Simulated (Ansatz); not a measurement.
## Ligand exchange: C2H5BrSn + C2H8OSi → C2H6OSn + C2H7BrSi

Species: C2H5BrSn `C[CH2][Sn][Br]`, singlet; C2H8OSi `CC[SiH2]O`, singlet; C2H6OSn `C[CH2][Sn][OH]`, singlet; C2H7BrSi `CC[SiH2]Br`, singlet. The partners trade Br for OH: Sn–Br and Si–OH bonds give way to Sn–OH and Si–Br.

Shapes, held fixed at every level: PBE0-D4/def2-TZVP. Flexible molecules stand in one conformer, not always the lowest. Programs: Ansatz 0.2.0. The zero-point and thermal change to 298 K, harmonic and unscaled (PBE0-D4/def2-TZVP), is -1.8 kJ/mol.

```
             level                    kind  ΔH(298 K) (kJ/mol)  less CCSD(T)/def2-TZVPP
     HF/def2-TZVPP            Hartree–Fock               +99.8                    +25.3
  SPW92/def2-TZVPP                     LDA               +68.2                     -6.3
wB97M-V/def2-TZVPP  range-separated hybrid               +75.5                     +1.0
 B2PLYP/def2-TZVPP           double hybrid               +77.1                     +2.6
  CCSD(T)/def2-SVP   coupled cluster or CI               +75.3                     +0.8
     CCSD/def2-SVP   coupled cluster or CI               +78.8                     +4.3
   CCSD/def2-TZVPP   coupled cluster or CI               +78.6                     +4.1
CCSD(T)/def2-TZVPP   coupled cluster or CI               +74.5                      0.0
```

The highest level, CCSD(T)/def2-TZVPP, gives ΔH(298 K) = +74.5 kJ/mol; the levels span +68.2 to +99.8. The column of differences is taken from that level and isn't an error. No measured value is set beside it here. For atoms past krypton def2 sets carry core potentials with scalar relativity. Relativity is left out for Br. Outer-core shells of Br, Sn are correlated, in sets that cover them unevenly.
